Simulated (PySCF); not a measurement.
Species: C5H13Si2 (doublet state).
Z-matrix (Å and degrees, GFN2-xTB geometry), rows numbered from 1:
```
C 
C   1  1.5334
C   2  1.4847  1  110.88
C   3  1.3742  2  126.26  1  -112.98
Si  4  1.8993  3  121.09  2    -0.96
C   4  1.3942  3  120.63  2   178.90
Si  6  1.8649  4  127.34  3     0.21
H   1  1.0875  2  110.12  3    61.88
H   1  1.0878  2  110.47  3   -57.83
H   1  1.0875  2  110.41  3  -178.01
H   2  1.0909  1  109.38  3  -122.45
H   2  1.0957  1  108.26  3   119.81
H   3  1.0839  2  115.23  1    64.77
H   5  1.4670  4  110.30  3   -62.32
H   5  1.4668  4  110.40  3    58.86
H   5  1.4644  4  108.65  3   178.20
H   6  1.0825  4  116.29  3  -179.76
H   7  1.4703  6  111.51  4   -61.64
H   7  1.4696  6  111.73  4    59.19
H   7  1.4644  6  107.76  4   178.92
```

The hyperfine couplings belong to this conformer and change with its torsions.

The species is `CC[CH]/C([SiH3])=C\[SiH3]` [radical].

Computed with UKS B3LYP, pcH-1 on C H Si, non-relativistic, mean-field spin-orbit, GIAO in PySCF. One conformer (not necessarily the lowest) at the GFN2-xTB geometry, without solvent, vibrations or thermal averaging. A GFN2-xTB geometry isn't a minimum of the functional, and hyperfine couplings can be far from their values at a DFT geometry. The SCF solution wasn't tested for stability. ⟨S²⟩ is 0.775 where a pure state has 0.75.

The largest Mulliken spin populations are on C6 (+0.67), C3 (+0.61) and C4 (-0.25). The positive populations add up to 1.38 and the negative ones to -0.38, together 2S = 1. The angles at C6 add up to 360.0°, so it is planar; its axial dipolar tensor and the negative coupling of its proton fit spin in a p orbital normal to that plane.

(1) McConnell's relation a(H) = Q·ρ ties the coupling of a proton on a planar π carbon to the spin population of that carbon. What Q do the computed values give?

(2) How do the β-proton couplings of this frozen conformer go with θ, the angle between the C–H bond and the normal to the plane of the spin centre's three neighbours, both seen down the bond from centre to carbon?

Answers

(1) 
| H | C | ρ(C) | a(H) (G) | a/ρ (G) |
| --- | --- | --- | --- | --- |
| H13 | C3 | +0.610 | -13.01 | -21.3 |
| H17 | C6 | +0.670 | -13.99 | -20.9 |

A least-squares line through the origin gives Q = -21.1 G with Mulliken populations.

(2) 
| β H | on | centre | θ (°) | cos²θ | a (G) |
| --- | --- | --- | --- | --- | --- |
| H11 | C2 | C3 | 82 | 0.02 | +0.78 |
| H12 | C2 | C3 | 37 | 0.64 | +19.79 |

Couplings in gauss use g_iso = 2.0026.

Hardware: Arm Neoverse V2, one thread, on a shared host. Cost: 1.8 min (with the writing of density and orbital grids), 1.1 GiB resident at most.
